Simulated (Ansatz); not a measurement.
Molecule: CNO (charge 0, doublet). It need not be the lowest isomer of its formula. SMILES: N#C[O]
Geometry from a B3LYP-D3(BJ)/def2-TZVP (Ansatz, a quantum-chemistry and plane-wave program) optimisation:
```
C
O 1 1.1754
N 1 1.2216 2 180.00
```
Charge 0, spin multiplicity 2.

Computed values are from Ansatz. Cores are frozen in the correlated levels unless marked. Open shells are spin-unrestricted. Spin-orbit coupling is left out. Non-relativistic. Basis-set limits of correlation are two-point, X^-3; Hartree-Fock from the larger set. The bracket is a focal-point correction in the basis named.

- atomisation energy De: 315.0 kcal/mol at CCSD(T)/CBS(cc-pVTZ,cc-pVQZ)
- vertical electron affinity (to the singlet; negative means unbound): 3.55 eV at RI-MP2/CBS(aug-cc-pVTZ,aug-cc-pVQZ)+[CCSD(T)-MP2]/aug-cc-pVTZ
- total energy: -167.8253 Eh at CCSD(T)/CBS(cc-pVTZ,cc-pVQZ)
- dipole moment: 0.75 D at CCSD(T)/aug-cc-pVDZ
- T1 diagnostic: 0.027 at CCSD/cc-pVQZ
- measured enthalpy of formation, 298 K: 30.4 kcal/mol (Active Thermochemical Tables 1.112 (ions: stationary electron), as tabulated in the package chemicals)
